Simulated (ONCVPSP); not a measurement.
**chromium: ONCV pseudisation with PBEsol, scalar-relativistic reference atom.**

Cr (Z = 24), optimised norm-conserving Vanderbilt (ONCV), made with ONCVPSP 4.0.1 (PBEsol, scalar-relativistic). Core [Ne], reference 3s2 3p6 3d5 4s0.5 4p0.5. Waves: 3s+4s: rc 1.70 bohr, ncon 4, nbas 8, qcut 6.2 1/bohr, 2 projectors; 3p+4p: rc 1.30 bohr, ncon 3, nbas 8, qcut 11.8 1/bohr, 2 projectors; 3d: rc 2.25 bohr, ncon 3, nbas 8, qcut 5.9 1/bohr, 2 projectors, debl 0.8 Ha. Local part: polynomial inside 1.25 bohr (lpopt 5, dvloc0 0 Ha). Core correction: polynomial model core, fcfact 0.2.

Poles of the logarithmic derivatives, all-electron (AE) and pseudo (PS). s: poles at -2.5, 4.9 (AE) and -2.5, 4.7 (PS) Ha. p: poles at -0.4 (AE) and -0.4 (PS) Ha. d: poles at 0.1, 3.1 (AE) and 0.1, 3.2 (PS) Ha. Test radii: s 1.72, p 1.32, d 2.28 bohr.

- Cutoffs needed: 26 Ha and 31 Ha (the cutoffs (Ha) at which the residual kinetic energy of the hardest occupied pseudo-wave falls to 1 and 0.1 mHa per electron)
- Ghost test: no bound ghost flagged; no localised positive-energy state flagged
- Configuration tests: 2 of 4 tests not solved or not reliable
- rms error of d²Exc/dni dnj: 3.88 mHa without and 2.32 mHa with the model core
